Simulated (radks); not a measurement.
Se3+, 31 electrons, occupied as [Ar] 3d8 4s2 4p3 (not the ground configuration). Calculated with a radial shooting solver on a logarithmic mesh with Libxc functionals: non-relativistic Kohn-Sham, TPSS, spin-polarised, spherical densities, point nucleus; open shells are filled with parallel spins first; meta-GGA in the generalised Kohn-Sham scheme.

Normalised radial functions P(r) = r R(r), r in bohr:

r,4p down
0.006225,0.0054
0.008106,0.0088
0.01056,0.0144
0.01374,0.0231
0.0179,0.0365
0.02312,0.0557
0.0301,0.0838
0.0392,0.1215
0.05104,0.1677
0.06646,0.2164
0.08585,0.2531
0.1118,0.2582
0.1456,0.2028
0.1895,0.0687
0.2448,-0.1237
0.3188,-0.3245
0.4151,-0.4231
0.5406,-0.3240
0.7039,-0.0175
0.9093,0.3812
1.184,0.7252
1.542,0.8509
2.007,0.7226
2.614,0.4497
3.377,0.2032
4.397,0.0582
5.725,0.0097

4p down (empty): eigenvalue -39.344 eV, 2 radial nodes at r = 0.209, 0.712 bohr, <r> = 1.76 bohr, 90 % of the charge inside 2.60 bohr.
